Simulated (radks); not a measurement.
Values are calculated unless marked as measured or tabulated.
Effect of the nuclear size on the neodymium ion Nd+, [Xe] 4f4 6s1. Level of theory: Dirac Kohn-Sham, relativistic LDA (MacDonald-Vosko exchange, VWN5 correlation), spin-unpolarised, spherical densities, finite nucleus; open shells are shared between the two j in proportion to 2j + 1; Fermi nuclear charge, rms radius 4.9123 fm (a radial shooting solver on a logarithmic mesh with Libxc functionals). The rms radius is varied about that value; shifts are against it.

| rms radius (fm) | total energy shift (eV) | density at nucleus (e/bohr^3) | 1s1/2 shift (meV) | 2s1/2 shift (meV) | 5s1/2 shift (meV) | 5p1/2 shift (meV) | 6s1/2 shift (meV) | 4f7/2 shift (meV) | 6p1/2 (empty) shift (meV) |
|---|---|---|---|---|---|---|---|---|---|
| 4.2246 | -3.35 | 4.632e+05 | -1380 | -172 | -1.31 | 0.127 | -0.130 | 0.231 | 0.041 |
| 4.706 | -1.05 | 4.522e+05 | -431 | -53.6 | -0.408 | 0.040 | -0.041 | 0.072 | 0.013 |
| 4.9123 | 0 | 4.479e+05 | 0.000 | 0.000 | 0.000 | 0.000 | 0.000 | 0.000 | 0.000 |
| 5.3839 | 2.52 | 4.389e+05 | 1040 | 129 | 0.983 | -0.096 | 0.098 | -0.174 | -0.031 |
| 5.8653 | 5.27 | 4.306e+05 | 2170 | 271 | 2.06 | -0.200 | 0.205 | -0.364 | -0.064 |

Slopes of the eigenvalues against <r^2> in GHz/fm^2, as finite differences over the two radii next to the reference (eigenvalue slopes, not the field-shift constants of lines): 1s1/2 51900, 2s1/2 6470, 5s1/2 49.1, 5p1/2 -4.78, 6s1/2 4.89, 4f7/2 -8.71, 6p1/2 (empty) -1.53.
